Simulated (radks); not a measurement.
These are the eigenvalues of the occupied orbitals of an atom or ion with whole-number occupations (hartree). Method: scalar-relativistic Kohn-Sham, PBE, spin-polarised, spherical densities, finite nucleus; Fermi nuclear charge, rms radius of each element as measured or else 0.836 A^(1/3) + 0.57 fm; computed with a radial shooting solver on a logarithmic mesh with Libxc functionals.

1s: -2967.505
2s: -523.8750
2p: -453.0870
3s: -123.8870
3p: -103.3428
3d: -81.35568
4s: -27.13113
4p: -20.39168
4d: -12.28783
5s: -4.29224
4f: -3.29236
5p: -2.51168
5d: -0.56332

Which element is it, and in what charge state? The configuration may be excited. Open shells, if any, are filled with parallel spins first.

Answer. Z = 79, gold, charge +1: Au+ in [Xe] 4f14 5d10. The list shows which subshells hold electrons but not how many an open one holds; the 1s level, -2967.5 hartree, gives Z - s = 77.0 by -(Z - s)^2/2, which with screening and relativity narrows Z to a few neighbours, and the depths of the outer levels then fix element, charge and occupations together.
